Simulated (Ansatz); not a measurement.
`B[C](=C)[AlH][F]` + `[SiH3]S` → `BS[SiH3]` + `C=[CH][AlH][F]` at 298.15 K and 1 bar (ligand exchange at a B–C bond).

Calculated with Ansatz (gas phase, PBE0-D4/def2-TZVP geometries, no zero-point term in ΔE). CCSD(T)/CBS is the MP2 limit (def2-TZVPP, def2-QZVPP) plus CCSD(T) − MP2 in def2-TZVPP, frozen cores. Each species was taken in one conformer, which may not be the lowest.

```json
{"species": "`B[C](=C)[AlH][F]`", "CCSD(T)/CBS energy (Eh)": "-445.74843", "H − E (kJ/mol)": "184.5", "S (J/(mol·K))": "359.9"}
{"species": "`[SiH3]S`", "CCSD(T)/CBS energy (Eh)": "-689.27336", "H − E (kJ/mol)": "102.7", "S (J/(mol·K))": "272.7"}
{"species": "`BS[SiH3]`", "CCSD(T)/CBS energy (Eh)": "-714.68055", "H − E (kJ/mol)": "142.2", "S (J/(mol·K))": "307.6"}
{"species": "`C=[CH][AlH][F]`", "CCSD(T)/CBS energy (Eh)": "-420.36993", "H − E (kJ/mol)": "151.6", "S (J/(mol·K))": "312.4"}
```

H − E and S are ideal-gas, rigid-rotor, harmonic terms from PBE0-D4/def2-TZVP, for one conformer and one mirror image of each species. 1 Eh = 2625.50 kJ/mol, R = 8.31446 J/(mol·K).

**Question.** By hand: ΔE, ΔH, ΔS and ΔG.

**Answer.** ΔE = (-714.68055) + (-420.36993) − (-445.74843) − (-689.27336) = -0.02869 Eh = -75.3 kJ/mol. Δ(H − E) = 142.2 + 151.6 − 184.5 − 102.7 = 6.6, so ΔH = -68.7 kJ/mol. ΔS = 307.6 + 312.4 − 359.9 − 272.7 = -12.6 J/(mol·K). ΔG = -68.7 − 298.15 × (-12.6)/1000 = -64.9 kJ/mol.

**Question.** By hand: the equilibrium constant, and the temperature at which ΔG would vanish if ΔH and ΔS stayed fixed.

**Answer.** log₁₀ K = −ΔG/(RT ln 10) = 11.4. ΔG = 0 at ΔH/ΔS = 5452 K, far beyond where these terms or the molecules hold.

The number of gas molecules stays the same, so ΔS is small and ΔH decides. A doubt of 5 kJ/mol in ΔE shifts log₁₀ K by 0.9 here. Other conformers and mirror images would add mixing entropy, several J/(mol·K) or more a flexible species. Modes under 60 cm⁻¹, often nearly free rotors, make the harmonic entropy too high. These are equilibria of isolated gas molecules and say nothing of rates. Largest T1 diagnostic: 0.014 (customary marks: 0.02 for closed shells, 0.045 for open ones).
